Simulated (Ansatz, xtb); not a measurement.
**C4H3FN2: which of two isomers lies lower**

Structure X is `Fc1cncnc1`, a singlet and structure Y is `Fc1ccncn1`, a singlet. Both are isolated molecules in the gas phase, relaxed with PBE-D3(BJ)/def2-SVP.

Quicker runs give these differences E(Y) − E(X): GFN2-xTB −4.4 kcal/mol; HF/STO-3G −5.1 kcal/mol (at GFN2-xTB geometries); r2SCAN-D4/def2-SVP −9.6 kcal/mol (at GFN2-xTB geometries).

Problem. Estimate E(Y) − E(X) at the level CCSD(T)/def2-SVP + ΔMP2/def2-TZVPP.

Solution. Calculated at CCSD(T)/def2-SVP + ΔMP2/def2-TZVPP: E(Y) − E(X) = −8.7 kcal/mol, so structure Y lies lower.

The same difference at several levels:

| level | geometry | E(Y) − E(X) (kcal/mol) | departure from the last row (kcal/mol) | job, with rough time for the two |
| --- | --- | --- | --- | --- |
| GFN2-xTB | GFN2-xTB | −4.4 | +4.3 | optimisation, 0.1 s |
| HF/STO-3G | GFN2-xTB | −5.1 | +3.7 | single point, 0.4 s |
| r2SCAN-D4/def2-SVP | GFN2-xTB | −9.6 | −0.9 | single point, 4 s |
| PBE-D3(BJ)/def2-SVP | PBE-D3(BJ)/def2-SVP | −8.6 | +0.1 | optimisation, 17 s |
| HF/def2-SVP | PBE-D3(BJ)/def2-SVP | −10.7 | −2.0 | part of the CCSD(T) run |
| MP2/def2-SVP | PBE-D3(BJ)/def2-SVP | −8.7 | 0.0 | part of the CCSD(T) run |
| CCSD(T)/def2-SVP | PBE-D3(BJ)/def2-SVP | −8.7 | 0.0 | single point |
| CCSD(T)/def2-SVP + ΔMP2/def2-TZVPP | PBE-D3(BJ)/def2-SVP | −8.7 |  | single point, 56 s |

As drawn, both hold the same kinds of bond in the same numbers.

The levels shown agree on the order. The largest departure from CCSD(T)/def2-SVP + ΔMP2/def2-TZVPP is that of GFN2-xTB, 4.3 kcal/mol. The last row adds to CCSD(T) the change of the MP2 difference between the two basis sets, here 0.0 kcal/mol.

With thermal terms from frequencies at re-optimised GFN2-xTB minima (ideal gas, soft modes damped towards free rotors, one conformer each, 298.15 K, 1 atm): on the last row, ΔE + ΔZPE = −8.6, ΔH = −8.6, ΔG = −8.9 kcal/mol.

The correlated steps freeze 7 core orbitals. Run with Ansatz 0.2.0, xtb 6.7.1; the last row on 2 threads of Arm Neoverse V1 on a shared host.
